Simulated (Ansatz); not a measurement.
Cartesian coordinates in Å:
```
O -1.152 -1.259 -2.402
C -0.593 -0.585 -1.648
N 0.020 0.173 -0.934
Ge 0.343 0.360 0.803
F 1.325 1.720 1.039
F 1.146 -0.991 1.448
F -1.088 0.582 1.694
```

The species carries charge 0 and has multiplicity 1.

Q: List the PBE/def2-TZVPP orbital energies in eV (Ansatz 0.2.0). (Best estimate.)

A: The calculation gave: Occupied: -10807.49, -1340.61, -1194.04, -1194.04, -1194.04, -660.70, -660.70, -660.70, -512.51, -382.22, -273.39, -165.50, -116.95, -116.95, -116.93, -33.32, -33.31, -32.98, -32.72, -32.72, -30.39, -29.33, -29.32, -28.88, -24.39, -16.41, -13.70, -13.07, -12.64, -12.63, -12.20, -12.13, -10.84, -10.80, -10.79, -10.47, -10.45, -10.23, -8.72, -8.46. Lowest empty: -2.50, -1.09, -0.95, 0.12, 0.81, 1.44, 2.43, 3.73.
